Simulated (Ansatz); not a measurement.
Br$_{2}$HInO, SMILES `[OH][In]([Br])[Br]` at its PBE0-D4/def2-TZVP geometry, where that method's forces vanish. The species carries charge 0 and has multiplicity 1. In takes the def2 core potential.

```csv
atom,x (Å),y (Å),z (Å)
O1,-0.072,-1.477,-0.591
In2,0.022,0.415,-0.074
Br3,0.032,1.007,2.302
Br4,0.126,2.110,-1.814
H5,-0.109,-2.055,0.177
```

(1) For each bond, give half the difference of the two atoms' forces along it (eV/Å; positive pushes the atoms apart) under PBE-D4, r2SCAN-D4, B3LYP-D4, ωB97M-V in def2-TZVPP. (Estimate.)

Answers

(1) Computed: 
```
   bond  length (Å)  PBE-D4  r2SCAN-D4  B3LYP-D4  ωB97M-V
 O1–In2       1.964    0.31       0.10      0.19     0.03
  O1–H5       0.962    0.41       0.05     -0.03    -0.06
In2–Br3       2.448    0.09       0.02      0.13    -0.07
In2–Br4       2.431    0.11       0.02      0.13    -0.06
```

B3LYP here is the variant with VWN-RPA as its local correlation; programs differ in this.
